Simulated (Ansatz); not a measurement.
CH₂O₂, triplet, geometry from GFN2-xTB (a higher spin typed on purpose: for a closed-shell molecule this is an excited state). Base run: BLYP/6-31G (Ansatz, a quantum-chemistry and plane-wave program).

Ansatz was given this input:
Ansatz 0.2 input:
```yaml
crystal:
  periodic: [false, false, false]
  atoms:
    - {symbol: O, position_ang: [0.92501158, -0.69588946, 0.13212394]}
    - {symbol: C, position_ang: [-0.34051039, -0.19716062, 0.15520994]}
    - {symbol: O, position_ang: [-0.73036434, 0.99380704, -0.11121298]}
    - {symbol: H, position_ang: [1.46937990, -0.32626264, -0.58832390]}
    - {symbol: H, position_ang: [-0.98349538, -0.87411438, -0.51022332]}
basis:
  gaussian:
    orbitals: 6-31G
hamiltonian:
  xc: blyp
magnetization: {spin_polarized: true, initial_magnetization: 2}
```

Variants of this job, named by their change:

```tsv
change	ΔE vs base (µEh)
base	0.0
point_charge = charge:1.0 position_ang:-1.1905, -3.7013, -2.6761	5100
accuracy = high	7.5
final_grid = 4, 8, 17	305
final_grid = 6, 12, 29	-0.5
forces = on	0.0
point_charge = charge:-1.0 position_ang:1.3052, 3.4313, 2.0626	1780
lower_state_search = light	0.0
fitting.mean_field = cc-pVTZ-JKFIT	-39.4
lower_state_search = full	0.0
final_grid = 10, 20, 41	-0.2
```
